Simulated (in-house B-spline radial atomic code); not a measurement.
Orbital energies and mean radii along the 70-electron series, configuration 1s2 2s2 2p6 3s2 3p6 3d10 4s2 4p6 4d10 4f14 5s2 5p6 5d3/2(2). The effective charge is n√(-2ε), a non-relativistic measure. Computed with an all-electron radial atomic-structure program (B-spline basis): Dirac-Hartree-Fock, jj configuration that fills j = l - 1/2 first, finite nuclei.

| ion | Z | energy of 4d3/2 (Eh) | mean radius of 4d3/2 (bohr) | energy of 4f5/2 (Eh) | mean radius of 4f5/2 (bohr) | energy of 5s1/2 (Eh) | mean radius of 5s1/2 (bohr) | effective charge of 4d3/2 |
| --- | --- | --- | --- | --- | --- | --- | --- | --- |
| Hf2+ | 72 | -9.5414 | 0.52956 | -1.7199 | 0.65771 | -3.4819 | 1.1565 | 17.474 |
| Ta3+ | 73 | ? | ? | ? | ? | ? | ? | ? |
| W4+ | 74 | ? | ? | ? | ? | ? | ? | ? |
| Re5+ | 75 | -13.246 | 0.49347 | -4.5103 | 0.56688 | -5.8912 | 1.0367 | 20.588 |
| Os6+ | 76 | -14.668 | 0.48221 | -5.6189 | 0.54375 | -6.8256 | 1.0012 | 21.665 |
| Ir7+ | 77 | ? | ? | ? | ? | ? | ? | ? |
| Pt8+ | 78 | -17.759 | 0.46086 | -8.0737 | 0.50419 | -8.8684 | 0.93672 | 23.839 |
| Au9+ | 79 | -19.423 | 0.45076 | -9.4148 | 0.48702 | -9.9738 | 0.90742 | 24.93 |
| Hg10+ | 80 | -21.163 | 0.44103 | -10.829 | 0.47125 | -11.134 | 0.87988 | 26.023 |
| Tl11+ | 81 | -22.978 | 0.43166 | -12.315 | 0.45668 | -12.349 | 0.85395 | 27.117 |

Q: Fill in the row of Ta3+.

A: energy of 4d3/2 (Eh): -10.674; mean radius of 4d3/2 (bohr): 0.51716; energy of 4f5/2 (Eh): -2.5522; mean radius of 4f5/2 (bohr): 0.62284; energy of 5s1/2 (Eh): -4.212; mean radius of 5s1/2 (bohr): 1.1146; effective charge of 4d3/2: 18.481.

Q: Fill in the row of W4+.

A: energy of 4d3/2 (Eh): -11.913; mean radius of 4d3/2 (bohr): 0.50512; energy of 4f5/2 (Eh): -3.486; mean radius of 4f5/2 (bohr): 0.59297; energy of 5s1/2 (Eh): -5.0184; mean radius of 5s1/2 (bohr): 1.0745; effective charge of 4d3/2: 19.524.

Q: Fill in the row of Ir7+.

A: energy of 4d3/2 (Eh): -16.173; mean radius of 4d3/2 (bohr): 0.47134; energy of 4f5/2 (Eh): -6.8077; mean radius of 4f5/2 (bohr): 0.52299; energy of 5s1/2 (Eh): -7.8186; mean radius of 5s1/2 (bohr): 0.96793; effective charge of 4d3/2: 22.749.

Q: How does the screening of 4d3/2 change?

A: Z less the effective charge goes from 54.53 at Z = 72 to 53.88 at Z = 81.
